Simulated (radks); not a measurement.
Task: Radial electron density D(r) = 4 pi r^2 rho(r) of an atom or ion with 21 electrons. Calculated with a radial shooting solver on a logarithmic mesh with Libxc functionals: Dirac Kohn-Sham, PBE, spin-unpolarised, spherical densities, point nucleus.

```
   r/bohr * D(r) (the largest magnitude, 81.1, reaches the edge; | marks zero)
 0.001097 |*
 0.001362 | *
 0.001703 |  *
 0.002114 |   *
 0.002645 |     *
 0.003283 |       *
 0.004107 |           *
 0.005097 |               *
 0.006377 |                    *
 0.007914 |                          *
 0.009901 |                                *
  0.01229 |                                      *
  0.01537 |                                          *
  0.01908 |                                            *
  0.02387 |                                            *
  0.02963 |                                         *
  0.03706 |                                      *
    0.046 |                                        *
  0.05755 |                                             *
  0.07142 |                                                    *
  0.08936 |                                                      *
   0.1109 |                                               *
   0.1387 |                                  *
   0.1722 |                          *
   0.2154 |                            *
   0.2674 |                              *
   0.3345 |                       *
   0.4151 |            *
   0.5194 |   *
   0.6446 |*
   0.8064 *
    1.001 *
```

What is the nuclear charge?

Result: Z = 51. The innermost maximum, from 1s, lies near gamma/Z bohr with gamma = sqrt(1 - (Z/c)^2) = 0.928, here 0.0182 bohr (found: 0.0200), and its height grows with Z. The density is that of the antimony ion Sb30+ in [Ar] 3d3; the configuration itself is not fixed sharply by these data, and Z only to a few units. D(r) has 3 maxima, at r = 0.0200, 0.0838, 0.261 bohr, and minima at 0.0392, 0.184 bohr, inside which lie 2.03, 10.90 electrons.
